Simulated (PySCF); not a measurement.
A small calculation by hand: dipole moment from atomic charges

BClH₄OSi, SMILES ClBO[SiH3]. Atoms are numbered in the order given.

```xyz
8

B     -1.0377    -0.7300     0.0000
Cl     0.4523    -1.7083     0.0000
H     -2.0965    -1.3000     0.0000
O     -0.9627     0.6071     0.0000
Si     0.3673     1.6595     0.0000
H     -0.2065     3.0290     0.0000
H      1.1812     1.4356     1.2252
H      1.1812     1.4356    -1.2252
```
Charge 0, spin multiplicity 1.

The structure is a stationary point at r2SCAN-D4/def2-SVP. One conformer was computed; it need not be the lowest.

Charges (e) from r2SCAN/def2-TZVP run with PySCF:

```csv
atom,IAO,ESP fit
B1,0.239,0.296
Cl2,-0.116,-0.161
H3,0.006,-0.064
O4,-0.608,-0.280
Si5,0.869,0.409
H6,-0.128,-0.069
H7,-0.131,-0.065
H8,-0.131,-0.065
```

The dipole moment of the full density is 1.22 D.

Q: What dipole moment does each set of point charges give, and which comes closer to that of the density?

A: 
μ = Σ q r, and 1 e Å = 4.8032 D.
IAO: Σ q r = (0.308, 0.325, 0.000) e Å, |μ| = 2.15 D.
ESP fit: Σ q r = (0.035, 0.255, 0.000) e Å, |μ| = 1.24 D.
ESP fit comes closer in size. Point charges leave out the atoms' own dipoles (lone pairs, polarised bonds); fits to the potential absorb them, partitions of the density don't.
